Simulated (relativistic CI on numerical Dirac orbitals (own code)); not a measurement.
## Os4+: resonant inelastic scattering at the L2,3 edge

Computed with this model: Dirac-Coulomb-Breit CI, KLI orbitals optimised for each configuration, QED by a radiative potential, valence Slater integrals scaled by 0.7, Kramers-Heisenberg scattering through one core-hole configuration in a parametric crystal field; configurations [Xe] 4f14 5d4 → [He] 2s2 2p5 3s2 3p6 3d10 4s2 4p6 4d10 4f14 5s2 5p6 5d5; 80 K; core-hole width 5 eV; summed over polarisations. Incident energies are the highest absorption maxima for each field (at most a few, so the weaker spin-orbit partner edge can be absent), on the computed scale of the free ion. Intensities are in per cent of the strongest line above 0.02 eV; levels within 1 cm⁻¹ are merged; final levels count from the ground level, the first row holds all elastic scattering, lines under 0.4 are left out and each table stops after 24 rows. The scale of the Slater integrals is a model choice and moves the terms in proportion.

Field parameters in Wybourne normalisation: D4h B²₀ = −7Ds, B⁴₀ = 21(Dq − Dt), B⁴₄ = 21√(5/14) Dq; Td as Oh with Dq negative (B⁴₀ = 21Dq, B⁴₄ = √(5/14) B⁴₀). The field is a parameter set, without covalency, and values of 10Dq over about 45,000 cm⁻¹ lie beyond real compounds.

S is read from ⟨S²⟩ = S(S + 1).

Td, 10Dq = -11350 cm⁻¹:

| Final level (eV) | Degeneracy | Irrep | S | 10874.1 eV |
| --- | --- | --- | --- | --- |
| 0.000 | 1 | A1 | 1.23 | 2979.3 |
| 0.780 | 3 | T1 | 1.72 | 75.7 |
| 1.113 | 3 | T2 | 1.79 | 74.6 |
| 1.211 | 1 | A1 | 1.26 | 0.6 |
| 1.378 | 2 | E | 1.80 | 22.5 |
| 1.438 | 3 | T1 | 1.69 | 5.4 |
| 1.558 | 3 | T2 | 1.62 | 5.0 |
| 1.671 | 2 | E | 1.08 | 59.6 |
| 1.945 | 3 | T1 | 1.05 | 100.0 |
| 2.121 | 3 | T2 | 1.37 | 7.5 |
| 2.175 | 3 | T1 | 1.33 | 0.5 |
| 2.322 | 3 | T2 | 1.36 | 20.8 |
| 2.368 | 1 | A1 | 1.25 | 23.7 |
| 2.629 | 3 | T2 | 1.22 | 53.9 |
| 2.652 | 3 | T1 | 1.24 | 15.4 |
| 2.692 | 2 | E | 1.52 | 0.8 |
| 2.731 | 1 | A1 | 1.44 | 1.1 |
| 2.815 | 2 | E | 1.16 | 11.7 |
| 2.944 | 3 | T1 | 1.50 | 6.2 |
| 3.099 | 3 | T2 | 1.21 | 11.4 |
| 3.148 | 3 | T2 | 1.04 | 2.7 |
| 3.170 | 2 | E | 1.12 | 1.4 |
| 3.273 | 1 | A1 | 1.01 | 10.1 |
| 3.354 | 3 | T1 | 0.82 | 0.7 |

D4h, 10Dq = 56150, Ds = 2790, Dt = -190 cm⁻¹:

| Final level (eV) | Degeneracy | Irrep | S | 10871.6 eV | 10877.4 eV | 12392.6 eV |
| --- | --- | --- | --- | --- | --- | --- |
| 0.000 | 1 | A1 | 0.88 | 639.7 | 1146.5 | 74.7 |
| 0.391 | 1 | A2 | 1.01 | 39.2 | 3.3 | 1.0 |
| 0.551 | 2 | E | 0.98 | 6.3 | 2.5 | 1.0 |
| 0.830 | 1 | B2 | 0.98 | 28.6 | 4.6 | 0.0 |
| 0.834 | 1 | B1 | 0.99 | 30.8 | 14.5 | 0.5 |
| 1.016 | 1 | A1 | 0.36 | 25.6 | 12.8 | 0.4 |
| 1.435 | 2 | E | 0.54 | 55.2 | 9.0 | 1.7 |
| 1.854 | 1 | A1 | 0.96 | 8.3 | 1.6 | 1.9 |
| 2.091 | 2 | E | 0.75 | 4.8 | 0.3 | 2.6 |
| 2.836 | 1 | B2 | 0.11 | 3.2 | 0.5 | 1.4 |
| 2.910 | 1 | B1 | 0.09 | 5.7 | 1.3 | 1.4 |
| 4.049 | 1 | A1 | 0.16 | 12.0 | 2.2 | 1.6 |
| 5.524 | 1 | B1 | 1.96 | 0.7 | 3.5 | 2.4 |
| 5.530 | 2 | E | 1.96 | 0.9 | 5.6 | 3.5 |
| 5.549 | 1 | A2 | 1.96 | 1.3 | 6.2 | 1.8 |
| 5.551 | 1 | A1 | 1.96 | 4.4 | 22.9 | 15.5 |
| 6.728 | 1 | A1 | 1.82 | 3.2 | 21.7 | 14.8 |
| 6.730 | 2 | E | 1.83 | 5.1 | 32.3 | 4.5 |
| 6.735 | 1 | B2 | 1.87 | 2.7 | 16.0 | 4.0 |
| 6.737 | 1 | B1 | 1.88 | 1.4 | 9.1 | 9.1 |
| 7.015 | 1 | B2 | 1.07 | 1.3 | 8.1 | 9.1 |
| 7.064 | 2 | E | 0.92 | 20.9 | 100.0 | 42.8 |
| 7.107 | 1 | B1 | 1.11 | 1.1 | 6.3 | 4.0 |
| 7.173 | 1 | A2 | 1.01 | 4.8 | 31.9 | 15.6 |

For the first field the strongest loss at the lowest incident energy is the level at 1.95 eV (S = 1.05, against 1.23 in the thermal ground state).
